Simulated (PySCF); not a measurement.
C₇H₉N.
Geometry (PBE0-D3(BJ)/def2-SVP, Å), atoms numbered from 1 in this order:
```xyz
17
C7H9N angstrom
C      2.3651   -0.4516   -0.0794
C      0.8918   -0.2787    0.0451
C      0.0071   -1.1358    0.5722
C     -1.4077   -0.6490    0.4593
C     -1.2095    0.8493    0.1284
C     -2.2737    1.4294   -0.6801
N     -3.1165    1.8800   -1.3336
C      0.1932    0.9368   -0.5107
H      2.9044    0.3713    0.4192
H      2.6744   -0.4324   -1.1382
H      2.7021   -1.4011    0.3589
H      0.2661   -2.1099    0.9946
H     -2.0062   -0.7899    1.3728
H     -1.9449   -1.1710   -0.3535
H     -1.1834    1.4047    1.0807
H      0.7004    1.8843   -0.2683
H      0.1413    0.8807   -1.6134
```

Level: CAM-B3LYP/def2-SVPD in PySCF, non-relativistic, on one gas-phase PBE0-D3(BJ)/def2-SVP geometry that isn't relaxed in the solvent. The solvent is an IEF-PCM continuum (cavity from Bondi-type radii × 1.2). Specific hydrogen bonds and non-electrostatic terms are outside this model.

Gas phase at CAM-B3LYP/def2-SVPD: HOMO -8.50 eV, LUMO 0.98 eV, dipole 4.49 D.

**Question.** What does the continuum do to the energy, the frontier levels and the dipole at CAM-B3LYP/def2-SVPD in chloroform and tetrahydrofuran?

**Answer.** 
```json
{"solvent": "chloroform", "ε": "4.711", "E(solvent) − E(gas) (kJ/mol)": "-21.41", "polarisation term (kJ/mol)": "-24.63", "distortion of the solute (kJ/mol)": "3.22", "HOMO (eV)": "-8.21", "LUMO (eV)": "1.23", "dipole (D)": "5.30"}
{"solvent": "tetrahydrofuran", "ε": "7.426", "E(solvent) − E(gas) (kJ/mol)": "-24.48", "polarisation term (kJ/mol)": "-28.70", "distortion of the solute (kJ/mol)": "4.22", "HOMO (eV)": "-8.17", "LUMO (eV)": "1.26", "dipole (D)": "5.42"}
```

The polarisation term is half the interaction of the solute with the surface charges that it induces; the rest is the cost of distorting the solute's density. The sum is the electrostatic part of solvation alone. From chloroform to tetrahydrofuran the lowering changes by a factor 1.14, Onsager's factor (ε − 1)/(2ε + 1) by 1.14 and ε itself by 1.6.

**Question.** Which radius a makes the point-dipole formula ΔE = −[(ε − 1)/(2ε + 1)]·μ²/a³ give the value in tetrahydrofuran, with the gas-phase dipole?

**Answer.** μ = 1.765 au and |ΔE| = 0.00932 Eh give a = 2.72 Å; the farthest nucleus lies 3.82 Å from the centroid of the nuclei, so such a sphere wouldn't even hold the nuclei. The formula assumes a rigid point dipole at the centre of a sphere.

**Question.** Give the dipole vector in the frame of the coordinates (D, pointing from negative to positive charge), gas and tetrahydrofuran.

**Answer.** Gas (3.55, -1.82, 2.05), solvent (4.28, -2.12, 2.55). Its length changes by +21 % and its direction by 1°.

**Question.** How does the static polarisability (CAM-B3LYP/def2-SVPD, frozen core, with the continuum's full static response) change?

**Answer.** 
```
         medium  isotropic (au)  principal values (au)  ⟨r²⟩ of the electrons (bohr²)
            gas            83.4      63.4, 85.0, 101.8                         1102.6
     chloroform           103.3     79.5, 108.2, 122.1                         1104.2
tetrahydrofuran           106.9     83.0, 112.4, 125.2                         1104.4
```

The isotropic value in tetrahydrofuran is 1.28 times the gas-phase one; no cavity-field correction is applied. ⟨r²⟩ is taken about the centre of nuclear charge.
